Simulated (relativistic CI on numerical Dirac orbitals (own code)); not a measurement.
**Ni³⁺: 3s photoemission**

Computed with this model: Dirac-Coulomb-Breit CI, orbitals from a KLI potential per configuration, model QED (radiative potential, 1s self-energy scaled to tabulated hydrogen-like ionisation energies), valence Slater integrals scaled by 0.8, multiplet model of photoemission in the sudden approximation; configurations [Ar] 3d7 → [Ne] 3s 3p6 3d7; 300 K; Lorentzian 1.5 eV and Gaussian 0.6 eV FWHM. Energies are those of the free ion, without screening or charge transfer. The energies are binding energies and can lie tens of eV above those of solids. Without intra-shell correlation the exchange splitting of an s hole comes out too large, often by half or more. S is read from ⟨S²⟩ = S(S + 1).

Computed curve for free ion, scaled to 100 at the maximum (points under 2 are left out and the grid is thinned):

```
Energy (eV)  Intensity
      162.4        2.1
      162.8        2.4
      163.4        3.0
      163.8        3.6
      164.4        4.8
      164.8        5.9
      165.4        8.7
      165.8       11.7
      166.4       20.3
      166.8       31.7
      167.4       66.1
      167.8       93.9
      168.4       86.3
      168.8       57.0
      169.2       34.8
      169.8       18.3
      170.2       13.0
      170.8        8.7
      171.2        7.1
      171.8        5.7
      172.2        5.2
      172.8        4.9
      173.2        4.9
      173.8        5.3
      174.2        6.0
      174.8        8.2
      175.2       10.9
      175.6       15.9
      176.2       31.6
      176.6       48.5
      177.2       57.4
      177.6       43.0
      178.2       21.2
      178.6       13.6
      179.2        7.8
      179.6        5.8
      180.2        4.0
      180.6        3.2
      181.2        2.4
      181.6        2.1
```

The ground state has S = 1.50, and the centroid lies at 171.39 eV.
